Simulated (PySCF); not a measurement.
Sm: excitation energy

Sm [Xe] 4f6 6s2 (7F) → Sm [Xe] 4f7 6s1 (9S), as a difference of total energies. Computed with PySCF 2.14 in ANO-RCC-VTZP (8s7p5d3f2g1h, 104 functions), with the spin-free X2C one-electron Hamiltonian (Gaussian nucleus). The calculations carry no spin-orbit coupling.

```csv
method,excitation energy (cm⁻¹)
UHF,44211
r2SCAN0,23618
B97-3,25890
```

In the upper state the promoted electron has a positive orbital energy at r2SCAN0, B97-3, so the basis confines it.
